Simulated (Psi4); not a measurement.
C4H4N, doublet, at a GFN2-xTB geometry; PBE/STO-3G (Psi4).

The Psi4 input:
```
memory 2 GB

molecule {
0 2
H    -0.00306512    0.07735829    2.15139521
N    -0.00173582    0.06478905    1.14577413
C    -0.00544177    1.14296516    0.34032033
C     0.00416020   -1.05198339    0.35633521
C    -0.00219146    0.77883833   -0.96507126
C     0.00402130   -0.64308464   -0.94873942
H     0.00794089   -2.03683772    0.77993376
H    -0.00387345    1.41173950   -1.82730995
H     0.00785878   -1.26619621   -1.82150703
}

set {
  basis sto-3g
  reference uks
  scf_type out_of_core
}

energy('pbe')
print_variables()
```

### Question
What does Psi4 print? Leave out banner, timings and long lists.

### Answer

```
   => Loading Basis Set <=

    Name: STO-3G
    Role: ORBITAL
    Keyword: BASIS

         ---------------------------------------------------------
                                   SCF
               by Justin Turney, Rob Parrish, Andy Simmonett
                          and Daniel G. A. Smith
                              UKS Reference
         ---------------------------------------------------------

  ==> Geometry <==

    Molecular point group: c1
    Full point group: C1

    Geometry (in Angstrom), charge = 0, multiplicity = 2:

       Center              X                  Y                   Z               Mass
    ------------   -----------------  -----------------  -----------------  -----------------
         H           -0.002931899421     0.050100650980     2.140561520920     1.007825032230
         N           -0.001602599421     0.037531410980     1.134940440920    14.003074004430
         C           -0.005308549421     1.115707520980     0.329486640920    12.000000000000
         C            0.004293420579    -1.079241029020     0.345501520920    12.000000000000
         C           -0.002058239421     0.751580690980    -0.975904949080    12.000000000000
         C            0.004154520579    -0.670342279020    -0.959573109080    12.000000000000
         H            0.008074110579    -2.064095359020     0.769100070920     1.007825032230
         H           -0.003740229421     1.384481860980    -1.838143639080     1.007825032230
         H            0.007992000579    -1.293453849020    -1.832340719080     1.007825032230

  Running in c1 symmetry.

  Rotational constants: A =      0.34893  B =      0.30123  C =      0.16167 [cm^-1]
  Rotational constants: A =  10460.68824  B =   9030.79208  C =   4846.64576 [MHz]
  Nuclear repulsion =  153.581289738685570

  Charge       = 0
  Multiplicity = 2
  Electrons    = 35
  Nalpha       = 18
  Nbeta        = 17

  ==> Algorithm <==

  SCF Algorithm Type is OUT_OF_CORE.
  DIIS enabled.
  MOM disabled.
  Fractional occupation disabled.
  Guess Type is SAD.
  Energy threshold   = 1.00e-06
  Density threshold  = 1.00e-06
  Integral threshold = 1.00e-12

  ==> Primary Basis <==

  Basis Set: STO-3G
    Blend: STO-3G
    Number of shells: 19
    Number of basis functions: 29
    Number of Cartesian functions: 29
    Spherical Harmonics?: true
    Max angular momentum: 1

  ==> DFT Potential <==

   => LibXC <=

    Version 7.1.2
[...]
      Ntotal   =   34.9999796848 ; deviation = -2.032e-05

   @Spin Contamination Metric:   6.947548504E-03
   @S^2 Expected:                7.500000000E-01
   @S^2 Observed:                7.569475485E-01
   @S   Expected:                5.000000000E-01
   @S   Observed:                5.000000000E-01

    Orbital Energies [Eh]
    ---------------------

    Alpha Occupied:

[...]
    Alpha Virtual:

[...]
    Beta Occupied:

[...]
    Beta Virtual:

[...]
    Final Occupation by Irrep:
              A
    DOCC [    17 ]
    SOCC [     1 ]
    NA   [    18 ]
    NB   [    17 ]

  @UKS Final Energy:  -206.58172063696369

   => Energetics <=

    Nuclear Repulsion Energy =            153.5812897386855695
    One-Electron Energy =                -583.5597440482247293
    Two-Electron Energy =                 253.2770660834950149
    DFT Exchange-Correlation Energy =     -29.8803324109195287
    Empirical Dispersion Energy =           0.0000000000000000
    VV10 Nonlocal Energy =                  0.0000000000000000
    Total Energy =                       -206.5817206369636949

  UHF NO Occupations:
  HONO-2 :   16  A 1.9998124
  HONO-1 :   17  A 1.9968605
  HONO-0 :   18  A 1.0000000
  LUNO+0 :   19  A 0.0031395
  LUNO+1 :   20  A 0.0001876
  LUNO+2 :   21  A 0.0000622
  LUNO+3 :   22  A 0.0000443

Computation Completed

Properties will be evaluated at   0.000000,   0.000000,   0.000000 [a0]

Properties computed using the SCF density matrix

 Multipole Moments:

 ------------------------------------------------------------------------------------
     Multipole            Electronic (a.u.)      Nuclear  (a.u.)        Total (a.u.)
 ------------------------------------------------------------------------------------

 L = 1.  Multiply by 2.5417464519 to convert [e a0] to [Debye]
 Dipole X            :         -0.0091522            0.0088112           -0.0003410
 Dipole Y            :          1.6628921           -1.8028316           -0.1399395
 Dipole Z            :          1.4697901           -0.7165446            0.7532455
 Magnitude           :                                                    0.7661344

 ------------------------------------------------------------------------------------

  Variable Map:
  ----------------------------------------------------------------------------
[...]
  Array Variable Map:
  ----------------------------------------------------------------------------
[...]
[...]
```
